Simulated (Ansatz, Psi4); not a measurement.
Two rigid molecules brought together: BF3 ··· CH3Br (SMILES FB(F)F and CBr). Monomers: optimised at B3LYP-D3(BJ) (def2-TZVP), held rigid. Orientation: lowest of the rigid-body minima from ten starts at GFN2-xTB. R is the distance of the centres of mass, along which the second monomer moves.

PBE/def2-TZVP, counterpoise-corrected (Psi4); PBE-D3(BJ)/def2-TZVP, counterpoise-corrected (Psi4); CCSD(T)/aug-cc-pVDZ = Ansatz (a quantum-chemistry and plane-wave program) with CCSD(T) on RHF/aug-cc-pVDZ, cores with 3d frozen, counterpoise-corrected.

Interaction energies in kcal/mol; the last columns give the difference from CCSD(T):

```tsv
R / Å	PBE/def2-TZVP	PBE-D3(BJ)/def2-TZVP	CCSD(T)/aug-cc-pVDZ	PBE/def2-TZVP − CCSD(T)/aug-cc-pVDZ	PBE-D3(BJ)/def2-TZVP − CCSD(T)/aug-cc-pVDZ
2.28	23.12	21.04	26.47	-3.35	-5.43
2.48	9.87	7.87	11.46	-1.60	-3.60
2.80	0.88	-0.88	1.03	-0.15	-1.91
2.91	-0.39	-2.06	-0.50	0.11	-1.56
3.14	-1.62	-3.07	-2.03	0.41	-1.05
3.38	-1.86	-3.08	-2.36	0.50	-0.72
3.66	-1.64	-2.61	-2.11	0.47	-0.50
3.94	-1.31	-2.05	-1.68	0.38	-0.37
4.32	-0.90	-1.40	-1.16	0.26	-0.24
5.04	-0.41	-0.64	-0.54	0.13	-0.10
6.18	-0.13	-0.20	-0.19	0.06	-0.01
7.43	-0.05	-0.08	-0.08	0.02	0.00
```

PBE/def2-TZVP is furthest from CCSD(T)/aug-cc-pVDZ at 2.28 (-3.35 kcal/mol, below); its mean absolute difference over the points is 0.62 kcal/mol.

PBE-D3(BJ)/def2-TZVP is furthest from CCSD(T)/aug-cc-pVDZ at 2.28 (-5.43 kcal/mol, below); its mean absolute difference over the points is 1.29 kcal/mol.
